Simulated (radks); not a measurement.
All-electron atom: Eu3+ in [Xe] 4f6.

Method: scalar-relativistic Kohn-Sham, Slater X-alpha with alpha = 0.681, spin-polarised, spherical densities, point nucleus; open shells are filled with parallel spins first (spin-orbit coupling, left out, can overturn this in heavy ions); computed with a radial shooting solver on a logarithmic mesh with Libxc functionals.

Energy parts (hartree):
| part | energy |
|---|---|
| total | -10834.1932 |
| kinetic | 11610.2021 |
| electron-nucleus | -26355.1108 |
| Hartree | 4143.4389 |
| exchange | -232.7234 |

Orbitals (lengths in bohr, moments of r in powers of bohr; r(90%) holds 90 % of the orbital's charge):
orbital  occ.  eigenvalue (hartree)  r(90%)
1s up       1             -1777.406  0.0404
1s down     1             -1777.406  0.0404
2s up       1             -292.8745   0.147
2s down     1             -292.8715   0.147
2p up       3             -261.1843   0.137
2p down     3             -261.1822   0.137
3s up       1             -65.35187   0.366
3s down     1             -65.26253   0.366
3p up       3             -55.48812   0.372
3p down     3             -55.39952   0.371
3d up       5             -42.26158   0.353
3d down     5             -42.19240   0.352
4s up       1             -13.92619   0.813
4s down     1             -13.71691   0.813
4p up       3             -10.67444   0.871
4p down     3             -10.46618   0.871
4d up       5              -6.14112   0.979
4d down     5              -5.93563   0.981
4f up       6              -1.24680    1.47
4f down     0              -1.06341    1.56
5s up       1              -2.68415    1.92
5s down     1              -2.56990    1.96
5p up       3              -1.86707    2.25
5p down     3              -1.77974    2.30

The highest occupied level is 4f up at -33.927 eV. Summed over all electrons, <r^2> = 35.74 bohr^2, which gives a Langevin (diamagnetic) susceptibility term of -28.3 x 10^-6 cm^3/mol.
